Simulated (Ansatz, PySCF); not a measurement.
System: PbI, charge 0, multiplicity 2. SMILES: [I][Pb]
Geometry: optimised at B3LYP-D3(BJ)/def2-TZVP (Ansatz, a quantum-chemistry and plane-wave program).

Wanted: atomisation energy, in kcal/mol. Set-up: atomisation electronic, to ground-state atoms; UHF or UKS for open shells; no spin-orbit coupling; def2 sets with scalar-relativistic core potentials past Kr. Ab initio and DFT rows: single points at B3LYP-D3(BJ) geometries (Ansatz). The spin state of an ion or metal species was assumed, not searched.

```csv
species,coefficient,"E at BP86/def2-SVP (PySCF), Eh","E at B3LYP/def2-TZVPD (Ansatz), Eh"
[I][Pb],-1,-490.89782,-490.79283
I atom,+1,-297.80355,-297.77848
Pb atom,+1,-192.98037,-192.90595
```

 1 Eh = 627.5095 kcal/mol.

Q: Work the quantity out at each level.

A: 
- BP86/def2-SVP: the sum of coefficient times E is 0.11390 Eh, or 71.47 kcal/mol. Result: 71.5 kcal/mol.
- B3LYP/def2-TZVPD: the sum of coefficient times E is 0.10840 Eh, or 68.02 kcal/mol. Result: 68.0 kcal/mol.
